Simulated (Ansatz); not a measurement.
`C[Si](N)(O)S`. The species carries charge 0 and has multiplicity 1.

```csv
atom,x (Å),y (Å),z (Å)
C1,1.448,-0.455,-0.123
Si2,-0.191,0.416,-0.054
N3,-1.408,-0.769,-0.266
O4,-0.332,1.597,-1.191
S5,-0.403,1.585,1.729
H6,1.582,-1.128,0.727
H7,2.256,0.278,-0.102
H8,1.541,-1.040,-1.043
H9,-1.185,-1.747,-0.185
H10,-2.365,-0.585,-0.015
H11,-0.725,1.317,-2.019
H12,-0.219,0.532,2.543
```

(1) List the harmonic frequencies (cm⁻¹, unscaled) at PBE0-D4/def2-TZVP in Ansatz. (Estimate.)

(2) Is this a minimum?

(3) Give the ideal-gas thermochemistry at 298.15 K and 1 bar (rigid rotor, harmonic oscillator; point group C1, symmetry number 1).

(4) Rotational constants (cm⁻¹)?

Answers

(1) Ansatz gave: 95, 147, 161, 198, 236, 248, 257, 285, 338, 409, 491, 683, 727, 751, 787, 808, 862, 900, 947, 1279, 1447, 1449, 1580, 2713, 3050, 3130, 3146, 3609, 3706, 3919.

(2) Yes, all 30 modes are real.

(3) Zero-point energy 229.4 kJ/mol; H(298) − E = 255.3 kJ/mol; entropy 375.0 J/(mol·K), of which translation 167.4, rotation 114.2, vibration 93.3; G(298) − E = 143.5 kJ/mol. Modes under 100 cm⁻¹ are hindered rotations or soft bends, so the harmonic entropy is rough.

(4) 0.1189, 0.07549, 0.07316.
